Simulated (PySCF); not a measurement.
How a change of structure moves an absorption spectrum

Level of theory: TDDFT CAM-B3LYP/def2-SVPD, vertical, gas phase, core orbitals frozen in the response in PySCF. Geometries: GFN2-xTB; one conformer of each isolated species. Triplets are in the Tamm–Dancoff approximation.

Parent: `c1pcpcp1`, with lowest singlet excitation energy 3.85 eV, mean static polarisability 106.4 au, HOMO energy -8.75 eV, lowest triplet energy 2.77 eV. Its spectrum: 322 nm (f 0.028); 315 nm (f 0.000); 315 nm (f 0.000); 312 nm (f 0.000 summed over 2 states); 273 nm (f 0.000).

Shifts from the parent:

| change | SMILES | Δ S1 (eV) | Δ α (au) | Δ HOMO (eV) | Δ T1 (eV) |
| --- | --- | --- | --- | --- | --- |
| H replaced by C2H5 | CCc1pcpcp1 | -0.07 | +27.1 | +0.39 | -0.13 |
| H replaced by cPr | c1pcpc(C2CC2)p1 | -0.22 | +38.2 | +0.78 | -0.23 |

(1) Predict the same shifts for this change: H replaced by Cl (`Clc1pcpcp1`).

## Answers

(1) Δ lowest singlet excitation energy -0.21 eV, Δ mean static polarisability +16.5 au, Δ HOMO energy +0.29 eV, Δ lowest triplet energy -0.26 eV. Spectrum: 341 nm (f 0.008); 311 nm (f 0.027); 309 nm (f 0.000); 300 nm (f 0.002); 299 nm (f 0.000). S1 falls most with H replaced by cPr (-0.22 eV); all changes lower it. S1 is simply the lowest singlet of each species and needn't be the same kind of state throughout.
